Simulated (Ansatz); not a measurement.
Species: C₆H₄Br (charge 0, doublet). It need not be the lowest isomer of its formula. SMILES: Brc1cc[c]cc1
Coordinates optimised at B3LYP-D3(BJ)/def2-TZVP (Ansatz, a quantum-chemistry and plane-wave program):
```xyz
11

C     -2.8500     0.1930    -0.1556
C     -2.3120    -1.0639    -0.0693
C     -0.9189    -1.1543     0.0066
C     -0.1629     0.0110    -0.0089
C     -0.7492     1.2673    -0.0976
C     -2.1418     1.3655    -0.1738
Br     1.7405    -0.1179     0.0950
H     -2.9198    -1.9594    -0.0588
H     -0.4358    -2.1191     0.0764
H     -0.1362     2.1578    -0.1076
H     -2.6190     2.3345    -0.2435
```
Charge 0, spin multiplicity 2.

Wanted: atomisation energy (electronic, to ground-state atoms), in eV. Cores are frozen in the correlated levels unless marked. UHF or UKS for open shells. Spin-orbit coupling is left out. The frozen core is the preceding noble-gas configuration, with the filled d and f shells of earlier blocks. No relativistic terms. The coupled-cluster limit lacks core correlation, which all-electron functionals hold. CBS(X,Y): correlation extrapolated as X^-3; Hartree-Fock from the larger set.

| level | program | atomisation energy (eV) |
|---|---|---|
| HF/STO-3G | Ansatz | 45.38 |

The program attaches cautions to a run behind HF/STO-3G: large difference.

Question: Predict the CCSD(T)/CBS(cc-pVTZ,cc-pVQZ) result (Ansatz).

Answer: 52.40 eV
